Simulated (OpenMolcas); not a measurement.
Mn²⁺: input and output

Input:

```
&GATEWAY
Coord
1

Mn 0.0 0.0 0.0
Basis=ANO-RCC-VTZP
Group=XYZ
NoMove
AngMom=0.0 0.0 0.0
AMFI
&SEWARD
&RASSCF
FileOrb=start.orb
Symmetry=1
Spin=6
nActEl=5 0 0
Inactive=3 6
Ras2=5 0
CIRoot=1 1 1
SDav=1
CIMx=300
Iter=120 100
PrWF=0.3
OrbListing=Nothing
MaxOrb=0
Atom
>>> COPY $Project.JobIph JOBPRE
&RASSCF
FileOrb=start.orb
Symmetry=1
Spin=6
nActEl=11 2 0
Inactive=3 3
Ras1=0 3
Ras2=5 0
CIRoot=1 1 1
SDav=31
CIMx=300
Iter=120 100
PrWF=0.3
OrbListing=Nothing
MaxOrb=0
Thrs=2.0e-7 1.0e-1 5.0e-4
Atom
>>> COPY $Project.JobIph JOB001
&RASSCF
FileOrb=start.orb
Symmetry=1
Spin=4
nActEl=11 2 0
Inactive=3 3
Ras1=0 3
Ras2=5 0
CIRoot=24 24 1
SDav=234
CIMx=300
Iter=120 100
PrWF=0.3
OrbListing=Nothing
MaxOrb=0
Thrs=2.0e-7 1.0e-1 5.0e-4
Atom
>>> COPY $Project.JobIph JOB002
&RASSCF
FileOrb=start.orb
Symmetry=1
Spin=2
nActEl=11 2 0
Inactive=3 3
Ras1=0 3
Ras2=5 0
CIRoot=58 58 1
SDav=465
CIMx=300
Iter=120 100
PrWF=0.3
OrbListing=Nothing
MaxOrb=0
Thrs=2.0e-7 1.0e-1 5.0e-4
Atom
>>> COPY $Project.JobIph JOB003
&RASSI
NrOfJobIphs=3 1 24 58
1
1 2 3 4 5 6 7 8 9 10 11 12 13 14 15 16 17 18 19 20 21 22 23 24
1 2 3 4 5 6 7 8 9 10 11 12 13 14 15 16 17 18 19 20 21 22 23 24 25 26 27
28 29 30 31 32 33 34 35 36 37 38 39 40 41 42 43 44 45 46 47 48 49 50 51
52 53 54 55 56 57 58
IphNames
JOB001
JOB002
JOB003
EJob
SpinOrbit
DIPRint=1.0
SOCoupling=1000.0
Subsets=2
MEES
Property=10
'ANGMOM' 1 'ANGMOM' 2 'ANGMOM' 3 'MLTPL  1' 1 'MLTPL  1' 2 'MLTPL  1' 3
'AMFI' 1 'AMFI' 2 'AMFI' 3 'MLTPL  2' 6
SOProperty=3
'ANGMOM' 1 'ANGMOM' 2 'ANGMOM' 3
```

Launched by
```bash
OMP_NUM_THREADS=1 MOLCAS_MEM=1689 MOLCAS_PROJECT=a pymolcas a.inp > a.log  # once for each step of the input, in one work folder
```

A driver script runs the steps one by one and writes start.orb anew before each from the orbitals found so far.

Output, cut to the results:

```
--- SEWARD ---
Basis set label: MN.ANO-RCC...6S5P3D2F1G.

      Electronic valence basis set:
      ------------------
      Associated Effective Charge  25.000000 au
      Associated Actual Charge     25.000000 au
      Nuclear Model: Point charge

      Shell  nPrim  nBasis  Cartesian Spherical Contaminant
         s      21       6        X
         p      15       5        X
         d      10       3                 X
         f       6       2                 X
         g       4       1                 X
                  Relativistic Douglas-Kroll-Hess integrals:
                    - DKH order of Hamiltonian: 2
                    - DKH order of Properties : 0
                  Atomic mean-field integrals
--- RASSCF ---
Wave function specifications:
      -----------------------------

      Number of closed shell electrons          12
      Number of electrons in active shells      11
      Max number of holes in RAS1 space          2
      Max nr of electrons in RAS3 space          0
      Number of inactive orbitals                6
      Number of active orbitals                  8
      Number of secondary orbitals              45
      Spin quantum number                      2.5
      State symmetry                             1
Orbital specifications:
      -----------------------

      Symmetry species                           1   2
                                                ag  au
      Frozen orbitals                            0   0
      Inactive orbitals                          3   3
      Active orbitals                            5   3
      RAS1 orbitals                              0   3
      RAS2 orbitals                              5   0
      RAS3 orbitals                              0   0
      Secondary orbitals                        22  23
      Deleted orbitals                           0   0
      Number of basis functions                 30  29
      Number of CSFs                            31
      Number of root(s) required                 1
      Iter CI   SX   CI       RASSCF       Energy    max ROT     max BLB   max BLB  Level Ln srch  Step   QN
          iter iter root      energy       change     param      element    value   shift minimum  type update
 Nr of preliminary CI iterations:   1
      Total energies have been shifted. Add                -1000.00 au
        1   1    7    1  -156.63163148    0.00E+00   4.78E-02    1   6 2  5.15E-03*  0.00   0.00    SX    NO
        2   1    9    1  -156.63244792   -8.16E-04*  3.15E-03    6  10 2  4.27E-03*  0.00   0.00    SX    NO
        3   1    8    1  -156.63245652   -8.59E-06*  1.65E-03    6  10 2 -2.89E-03*  0.00   0.00    SX    NO
        4   1    8    1  -156.63245961   -3.10E-06*  1.32E-03    6  10 2  2.57E-03*  0.00   0.00    SX    NO
        5   1    8    1  -156.63246166   -2.05E-06* -5.98E-04    6  10 2 -2.11E-03*  0.00   0.55    LS   YES
        6   1    5    1  -156.63246616   -4.50E-06*  1.38E-05    3  11 1 -1.29E-05   0.00   1.00    QN   YES
        7   1    5    1  -156.63246616   -5.13E-10   2.00E-06    3  11 1 -4.52E-06   0.00   1.14    QN   YES
      Convergence after  7 iterations
        8   1    5    1  -156.63246616   -1.91E-11   2.00E-06    4  17 1 -2.19E-07   0.00   1.14    QN   YES
      Natural orbitals and occupation numbers for root  1
      sym 1:   1.002396   1.002396   1.002396   1.002396   1.002396
      sym 2:   1.996007   1.996007   1.996007
::    RASSCF root number  1 Total energy:  -1156.63246616
--- RASSCF ---
Wave function specifications:
      -----------------------------

      Number of closed shell electrons          12
      Number of electrons in active shells      11
      Max number of holes in RAS1 space          2
      Max nr of electrons in RAS3 space          0
      Number of inactive orbitals                6
      Number of active orbitals                  8
      Number of secondary orbitals              45
      Spin quantum number                      1.5
      State symmetry                             1
Orbital specifications:
      -----------------------

      Symmetry species                           1   2
                                                ag  au
      Frozen orbitals                            0   0
      Inactive orbitals                          3   3
      Active orbitals                            5   3
      RAS1 orbitals                              0   3
      RAS2 orbitals                              5   0
...
--- RASSI ---
SPIN-FREE ENERGIES:
  (Shifted by EMIN (a.u.) =      -1156.6324661599)

 SF State       Relative EMIN(au)   Rel lowest level(eV)    D:o, cm**(-1)      L_eff

     1             0.0000000000        0.0000000000              0.0000         0.0
     2             0.1500404249        4.0828079535          32930.0669         4.0
     3             0.1500404249        4.0828079535          32930.0669         4.0
     4             0.1500404249        4.0828079535          32930.0669         4.0
     5             0.1500404249        4.0828079535          32930.0669         4.0
     6             0.1500404249        4.0828079535          32930.0669         4.0
     7             0.1500404249        4.0828079535          32930.0669         4.0
     8             0.1500404249        4.0828079535          32930.0669         4.0
     9             0.1500404249        4.0828079535          32930.0669         4.0
    10             0.1500404249        4.0828079535          32930.0669         4.0
    11             0.1530309261        4.1641836364          33586.4061         1.0
    12             0.1530309261        4.1641836364          33586.4061         1.0
    13             0.1530309261        4.1641836364          33586.4061         1.0
    14             0.1771769802        4.8212312419          38885.8524         2.0
    15             0.1771769802        4.8212312419          38885.8524         2.0
    16             0.1771769802        4.8212312419          38885.8524         2.0
    17             0.1771769802        4.8212312419          38885.8524         2.0
    18             0.1771769802        4.8212312419          38885.8524         2.0
    26             0.2197339228        5.9792646433          48226.0217         6.0
    27             0.2197339228        5.9792646433          48226.0217         6.0
    28             0.2197339228        5.9792646433          48226.0217         6.0
...
```

Levels above the lowest, from the spin-orbit matrix, grouped by J:

| Configuration | Term | J | E (cm-1) | Measured (cm-1) | g | Term weight % | Second |
| --- | --- | --- | --- | --- | --- | --- | --- |
| 3d5 | 6S | 5/2 | 0.0 | 0.0 | 2.002 | 100 |  |
| 3d5 | 4G | 5/2 | 32909 |  | 0.571 | 100 |  |
| 3d5 | 4G | 7/2 | 32927 | 26860 | 0.984 | 100 |  |
| 3d5 | 4G | 11/2 | 32932 | 26824 | 1.273 | 100 |  |
| 3d5 | 4G | 9/2 | 32937 |  | 1.172 | 100 |  |
| 3d5 | 4P | 5/2 | 33530 | 29168 | 1.598 | 99 |  |
| 3d5 | 4P | 3/2 | 33557 | 29241 | 1.731 | 99 |  |
| 3d5 | 4P | 1/2 | 33581 | 29207 | 2.664 | 100 |  |
| 3d5 | 4D | 7/2 | 38881 | 32307 | 1.429 | 100 |  |
| 3d5 | 4D | 1/2 | 38908 | 32369 | 0.004 | 100 |  |
| 3d5 | 4D | 3/2 | 38923 |  | 1.204 | 99 |  |
| 3d5 | 4D | 5/2 | 38925 | 32384 | 1.374 | 99 |  |
| 3d5 | 2D(1) | 5/2 | 47919 | 41238 | 1.132 | 79 | 20 2F(1) |
| 3d5 | 2I | 11/2 | 48194 | 39174 | 0.924 | 99 |  |
| 3d5 | 2I | 13/2 | 48241 | 39176 | 1.077 | 100 |  |
| 3d5 | 2D(1) | 3/2 | 48265 | 41570 | 0.794 | 98 |  |
| 3d5 | 2F(1) | 7/2 | 49550 | 42606 | 1.143 | 100 |  |
| 3d5 | 2F(1) | 5/2 | 49970 | 43105 | 0.925 | 80 | 20 2D(1) |
| 3d5 | 4F | 9/2 | 51628 | 43573 | 1.333 | 99 |  |
| 3d5 | 4F | 7/2 | 51638 | 43602 | 1.238 | 99 |  |
| 3d5 | 4F | 5/2 | 51667 | 43669 | 1.030 | 99 |  |
| 3d5 | 4F | 3/2 | 51693 | 43675 | 0.405 | 98 |  |
| 3d5 | 2H | 9/2 | 55145 | 46516 | 0.915 | 97 | 3 2G |
| 3d5 | 2H | 11/2 | 55276 | 46671 | 1.090 | 99 |  |

Against the 20 measured excited levels shown (Corliss and Sugar, J. Phys. Chem. Ref. Data 6, 1253 (1977)) the mean absolute deviation is 7000 cm-1; the largest miss in energy is 3d5 2I 13/2: computed 48241, measured 39176 cm-1 (+23.1 %).

Without dynamic correlation excited terms often stand tens of per cent too high (terms of higher spin than the ground term too low), and those without a measured partner can miss by more than the paired ones. Active for correlation alone: 3p; no level in the range computed is led by a configuration that opens it, so any true level of that kind is missing. Computed and measured levels are paired by configuration, term and J; levels that our copy of the source lacks, or whose pairing is in doubt (as where it misses far off the trend of its configuration), stay unpaired and out of the deviations. Only configurations of the active space appear. The first state left out of the spin-orbit step lies near 82000 cm-1 above the lowest spin-free state of the reference (among the parities and spins computed), and the list stops at four fifths of that energy or lower. The table shows the lowest 24 of 28 levels.

The RASSCF and RASSI steps took 55 s on 1 thread of Intel(R) Xeon(R) Platinum 8375C CPU @ 2.90GHz (Ice Lake) (shared host); the integral step is not counted.

The term weight is that of the spin-free term in the level, not the purity of its configuration. A number in round brackets counts repeated terms of one configuration in the order of the reference energies.
